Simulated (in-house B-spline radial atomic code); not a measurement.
Results of a calculation; reference values are marked as such.
# Weak and strong correlation along the adiabatic connection

Two-electron singlets in several external potentials (atomic units), by full CI in B-splines with partial waves to l = 8 (correlation energies up to 0.6 % small). The repulsion is scaled by λ at fixed density; W(λ) is the mean repulsion less the Hartree energy, W(0) = E_x, and the area under W from 0 to 1 is E_xc.

One system gave this curve:

| λ | W (hartree) |
| --- | --- |
| 0 | -5.6724 |
| 0.02 | -5.6743 |
| 0.05 | -5.6771 |
| 0.12 | -5.6836 |
| 0.25 | -5.6957 |
| 0.4 | -5.7095 |
| 0.6 | -5.7276 |
| 0.8 | -5.7455 |
| 1 | -5.763 |
| 1.4 | -5.7973 |
| 2 | -5.8469 |
| 3 | -5.9246 |
| 4.5 | -6.0311 |
| 7 | -6.1859 |
| 10 | -6.3415 |

(1) Which system is it?
A. ω²r²/2 − Z/r, ω = 0.0733, Z = 2
B. −Z exp(−kr)/r, Z = 9.97, k = 2.67
C. −Z exp(−kr)/r, Z = 3.76, k = 0.25
D. −Z exp(−kr)/r, Z = 1.8, k = 0.463

Answers

(1) B. The exchange energy sets the size: −Z exp(−kr)/r, Z = 9.97, k = 2.67: E_x = -5.67, E_c = -0.0459; −Z exp(−kr)/r, Z = 3.76, k = 0.25: E_x = -2.12, E_c = -0.044; ω²r²/2 − Z/r, ω = 0.0733, Z = 2: E_x = -1.03, E_c = -0.042; −Z exp(−kr)/r, Z = 1.8, k = 0.463: E_x = -0.804, E_c = -0.0435 hartree.
